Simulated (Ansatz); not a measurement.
Consider the substitution at a C–Al bond: `C#[C][AlH][CH2]C` + `N[SiH3]` → `C#CN[SiH3]` + `C[CH2][AlH2]`.

Computed with Ansatz on PBE0-D4/def2-TZVP structures; ΔE is electronic, products minus reactants. CCSD(T)/CBS is the MP2 limit (def2-TZVPP, def2-QZVPP) plus CCSD(T) − MP2 in def2-TZVPP, frozen cores. This one scheme is used for every species. Functionals use def2-TZVPP. B3LYP here is the variant with VWN-RPA as its local correlation; programs differ in this. Each species was taken in one conformer, which may not be the lowest.

Q: Is it downhill or uphill in electronic energy at CCSD(T)/CBS, and by how much? (Best estimate.)

A: Ansatz gave: Uphill: ΔE = +29.9 kcal/mol.

Q: What do these levels give: PBE-D4, PBE0-D4, B3LYP-D4, ωB97X-V, ωB97M-V, PBE, B3LYP, MP2/def2-TZVPP, SCS-MP2/def2-TZVPP, SCS-MP2/def2-QZVPP, HF/CBS(def2), CCSD/CBS(def2)? (Best estimate.)

A: Computed: PBE-D4 24.5, PBE0-D4 25.1, B3LYP-D4 26.0, ωB97X-V 26.5, ωB97M-V 27.8, PBE 24.7, B3LYP 26.2, MP2/def2-TZVPP 30.0, SCS-MP2/def2-TZVPP 29.8, SCS-MP2/def2-QZVPP 30.0, HF/CBS(def2) 27.7, CCSD/CBS(def2) 29.7 kcal/mol.

Largest T1 diagnostic among the species: 0.012.

In def2-TZVPP, CCSD(T) changes the Hartree–Fock value by +1.8 kcal/mol (the triples alone add +0.3 kcal/mol) and MP2 by +2.3 kcal/mol.
